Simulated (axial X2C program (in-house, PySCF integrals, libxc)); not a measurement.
## Nuclear properties of FeCl

Computed with an axial X2C code built on PySCF integrals: two-component X2C with atomic mean-field Coulomb and Gaunt terms, Gaussian nuclei, basis Fe dyall-cv3z, Cl dyall-av3z with contracted cores.

R = 2.183 Å (near the PBE0 minimum at charge 0 of the determinant lowest at the starting distance; the state shown can have its own minimum elsewhere).

Determinant lowest in the PBE0 search, Ω = 9/2 (⟨Sz⟩ = 2.50, ⟨Lz⟩ = 2.00 at PBE0), spin on the atoms Fe 2.44, Cl 0.06:

```tsv
level	Eeff magnitude (GV/cm)	Ws magnitude Fe (kHz)	A∥/gI Fe (MHz)	qzz Fe (a.u.)	A∥/gI Cl (MHz)	qzz Cl (a.u.)	μ (D)
PBE0	0.982	0.09	564	0.65	14.6	0.76	-2.36
HF	1.02	0.0942	472	0.45	10.5	0.59	-2.87
LDA	0.689	0.0741	573	0.60	7.88	0.79	-2.01
B3LYP	1.02	0.0927	579	0.70	16	0.71	-2.27
BHandHLYP	1.11	0.1	545	0.67	16	0.73	-2.76
```

Eeff is the effective electric field on the electron electric dipole moment in this Ω state and Ws the scalar–pseudoscalar constant of the nucleus named (defined with the proton number Z and per Ω); A∥ (defined per Ω) follows by multiplying with gI = μI/(I μN); qzz is the electric field gradient, eQq0 = 234.96 MHz × Q/barn × qzz; μ is positive if the Cl end (last atom) is positive. The operators were transformed with the bare-nucleus X2C matrices; with these basis sets, hyperfine constants and field gradients can be off by tens of per cent, and where levels differ in sign neither size nor sign is settled.

Problem. With gI(57Fe) = 0.1809, Q(35Cl) = -0.08112 barn (g factors from the IAEA table of nuclear moments by Stone; Q from Pyykkö, Mol. Phys. 2018), turn the PBE0 values of the first state into constants in MHz.

Solution. A∥(57Fe) = 564 × 0.1809 = 102 MHz; eQq0(35Cl) = 234.96 × (-0.08112) × (0.76) = -14.5 MHz.

Each state is one determinant with collinear spin, which with several unpaired electrons need not be a pure state. Unrestricted Hartree–Fock can overshoot spin polarisation at the nuclei. With several open shells hyperfine constants can be off by a factor of several. At B3LYP, LDA a later determinant lies lower. States lie within half an eV, so the first need not be the ground state. Further determinants of the search, some of them spin-mixed, are not shown. Where a field gradient or hyperfine factor spreads by more than a factor of two over the levels, a constant derived from it is not to be relied on.
